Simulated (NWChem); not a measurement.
Molecule: GaCl3; SMILES [Cl][Ga]([Cl])[Cl]

Give the equilibrium geometry at PBE-D3(BJ)/def2-SVP (NWChem) as an XYZ file, with the point group.

point group D3h; any orientation.
```
4

Ga     0.0000     0.0000     0.0000
Cl    -2.0562     0.5866     0.0000
Cl     1.5362     1.4874     0.0000
Cl     0.5201    -2.0741     0.0000
```
